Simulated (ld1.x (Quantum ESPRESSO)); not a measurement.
I (Z = 53): variants of one PAW potential

Base potential:

```
Element                 : I
Generator               : ld1.x (Quantum ESPRESSO) 7.5
Type                    : PAW
Functional              : LDA (PZ)
Relativity              : fully relativistic
Frozen core             : [Kr]
Valence charge          : 17
Reference configuration : 4d10 5s2 5p5
Partial waves           : 5s (bound): rcut 1.65, rcutus 1.95 bohr; 5s channel at 1.45 Ry: rcut 1.65, rcutus 1.95 bohr; 5p (bound): rcut 2.05, rcutus 2.45 bohr; 5p channel at -0.05 Ry: rcut 2.05, rcutus 2.45 bohr; 4d (bound): rcut 1.50, rcutus 1.60 bohr; 4d channel at -2 Ry: rcut 1.50, rcutus 1.60 bohr
Local potential         : all-electron potential smoothed inside 2.20 bohr (lloc = -1)
Core correction         : Bessel-smoothed model core inside 1.30 bohr
Augmentation charge     : BESSEL, radius 1.15 bohr
```

Open shells are filled in proportion to 2j + 1 (rel_dist='average').

Cutoffs, loose and tight: the cutoffs (Ry, on a coarse ladder) from which the occupation-weighted sum of valence levels, in a spherical-Bessel basis at the reference potential, stays within 10 and 1 mRy of its value at 400 Ry. They do not see the model core or the augmentation charge, which bear on the density cutoff. Test errors are all-electron minus pseudo excitation energies from the reference, over the configurations 4d10 5s2 5p4; 4d10 5s2 5p3; 4d10 5s2 5p2; 4d10 5s1 5p6; 4d10 5s1 5p5; 4d9 5s2 5p5; 4d10 5s2 5p4.5. A dash means not determined; rows that change the core or the reference have their own tests. The largest error is taken over the tests solved by every variant that gives reliable tests at all: 4d10 5s1 5p5; 4d10 5s1 5p6; 4d10 5s2 5p2; 4d10 5s2 5p3; 4d10 5s2 5p4.

Cutoffs are not given where the Bessel-basis levels miss the radial ones by over 6 mRy, ghosts where they miss by over 20 mRy; a channel whose overlap is not positive is not tested.

```tsv
change	outcome	bound ghosts	largest test error (meV)
base	generated	not determined	+0.5
wave 4d channel at -2 Ry: rcut 1.50, rcutus 1.60 bohr becomes 4d channel at -3.55 Ry: rcut 1.50, rcutus 1.60 bohr	failed: compute_chi: chi too large beyond r_c	–	–
wave 4d channel at -2 Ry: rcut 1.50, rcutus 1.60 bohr becomes 4d channel at -3.52 Ry: rcut 1.50, rcutus 1.60 bohr	failed: compute_chi: chi too large beyond r_c	–	–
wave 4d channel at -2 Ry: rcut 1.50, rcutus 1.60 bohr becomes 4d channel at -3.4 Ry: rcut 1.50, rcutus 1.60 bohr	generated	not determined	+1.6
wave 4d channel at -2 Ry: rcut 1.50, rcutus 1.60 bohr becomes 4d channel at -3.14 Ry: rcut 1.50, rcutus 1.60 bohr	generated	not determined	+1.6
wave 4d channel at -2 Ry: rcut 1.50, rcutus 1.60 bohr becomes 4d channel at -2.83 Ry: rcut 1.50, rcutus 1.60 bohr	generated	not determined	+1.1
wave 4d channel at -2 Ry: rcut 1.50, rcutus 1.60 bohr becomes 4d channel at -2.29 Ry: rcut 1.50, rcutus 1.60 bohr	generated	not determined	+0.5
wave 4d channel at -2 Ry: rcut 1.50, rcutus 1.60 bohr becomes 4d channel at -1.37 Ry: rcut 1.50, rcutus 1.60 bohr	generated	not determined	+0.4
wave 4d channel at -2 Ry: rcut 1.50, rcutus 1.60 bohr becomes 4d channel at -0.31 Ry: rcut 1.50, rcutus 1.60 bohr	generated	not determined	+0.9
wave 4d channel at -2 Ry: rcut 1.50, rcutus 1.60 bohr becomes 4d channel at 1.92 Ry: rcut 1.50, rcutus 1.60 bohr	generated	not determined	+7.7
```
